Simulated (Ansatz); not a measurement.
`[SiH3][N]([SiH3])[Zn][Cl]` → `[SiH3][N][SiH3]`• + `[Cl][Zn]`• at 700 K and 1 bar (homolysis of the N–Zn bond).

Gas-phase electronic energies from Ansatz, PBE0-D4/def2-TZVP geometries. CBS: MP2 limit from def2 TZ/QZ plus the TZ coupled-cluster correction, frozen cores. Open shells (•) are unrestricted, without spin–orbit coupling. For Zn outer-core shells are correlated without core-valence functions, which leaves a few kJ/mol of doubt a bond. Scalar relativity is left out up to krypton. One conformer a species, not always the lowest.

```
                    species  CCSD(T)/CBS energy (Eh)  H − E (kJ/mol)  S (J/(mol·K))
`[SiH3][N]([SiH3])[Zn][Cl]`              -2874.73810           245.2          551.8
         `[SiH3][N][SiH3]`•               -636.41612           207.9          446.5
                `[Cl][Zn]`•              -2238.17054            26.5          275.8
```

H − E and S are ideal-gas, rigid-rotor, harmonic terms from PBE0-D4/def2-TZVP, for one conformer and one mirror image of each species, with the whole ground term of open shells counted as degenerate. 1 Eh = 2625.50 kJ/mol, R = 8.31446 J/(mol·K).

Problem. By hand: ΔE, ΔH, ΔS and ΔG.

Solution. ΔE = (-636.41612) + (-2238.17054) − (-2874.73810) = 0.15144 Eh = 397.6 kJ/mol. Δ(H − E) = 207.9 + 26.5 − 245.2 = -10.8, so ΔH = 386.8 kJ/mol. ΔS = 446.5 + 275.8 − 551.8 = 170.5 J/(mol·K). ΔG = 386.8 − 700 × (170.5)/1000 = 267.5 kJ/mol.

Problem. By hand: the equilibrium constant, and the temperature at which ΔG would vanish if ΔH and ΔS stayed fixed.

Solution. log₁₀ K = −ΔG/(RT ln 10) = -20.0. ΔG = 0 at ΔH/ΔS = 2269 K.

The number of gas molecules changes by +1, which sets the sign of ΔS. A doubt of 5 kJ/mol in ΔE shifts log₁₀ K by 0.4 here. Other conformers and mirror images would add mixing entropy, several J/(mol·K) or more a flexible species. Modes under 60 cm⁻¹, often nearly free rotors, make the harmonic entropy too high. These are equilibria of isolated gas molecules and say nothing of rates. Largest T1 diagnostic: 0.018 (customary marks: 0.02 for closed shells, 0.045 for open ones).
